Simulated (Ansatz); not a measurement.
Input for Ansatz (an electronic-structure program): R-SVWN5/def2-TZVPP on FGeH3O (SMILES [OH][GeH2][F]), a point of a torsion scan.

Ansatz 0.2 input:
```yaml
crystal:
  periodic: [false, false, false]
  atoms:
    - {symbol: O, position_ang: [1.25772253, -0.09734254, -0.46380916]}
    - {symbol: Ge, position_ang: [-0.42724635, -0.05174336, -0.11901005]}
    - {symbol: F, position_ang: [-0.48247665, 0.41830831, 1.56418165]}
    - {symbol: H, position_ang: [1.84369723, 0.12300322, 0.25907253]}
    - {symbol: H, position_ang: [-1.02520036, -1.42129235, -0.16051090]}
    - {symbol: H, position_ang: [-1.10025932, 1.06108400, -0.85629855]}
basis:
  gaussian:
    orbitals: def2-TZVPP
hamiltonian:
  xc: {name: SVWN5}
scf: {lower_state_search: off}
```

It printed:

```
WARN ansatz: RAYON_NUM_THREADS=1 ignored (pool sized by the plan → 1); use --threads N
Functional definition: SVWN5
these checks for a lower state are left out or cut short: stability, starts, cluster_reference, orbital_swaps, neighbouring_geometries, increment
integrals: 0.06 GiB planned
842 factors; their error is unknown
mean field: 0.45 GiB planned
mean field evaluation 1: about -61208.8652 eV, gradient 7.5e1 eV
mean field evaluation 2: about -61166.5906 eV, gradient 1.7e2 eV
mean field evaluation 4: about -61216.4191 eV, gradient 1.6e1 eV
mean field evaluation 8: about -61216.7737 eV, gradient 2.6e-1 eV
mean field evaluation 16: about -61216.7608 eV, gradient 2.5e-5 eV
mean field -61216.76081428 eV, -2249.6744657140 hartree, gradient 5.7e-6 eV, S^2 0.000000; 0 other end points of the search recorded, 0 dependent functions left out
reference -61216.76084341 eV, -2249.6744667845 hartree; 26, 26 occupied and 126, 126 virtual orbitals, 842 factors
Total energy: -61216.76084341 eV, -2249.6744667845 hartree
Checks for a lower state left out: stability, starts, cluster_reference, orbital_swaps, neighbouring_geometries, increment
```

The calculation finished and met its thresholds.

Cost: very roughly 0.6 core-seconds.
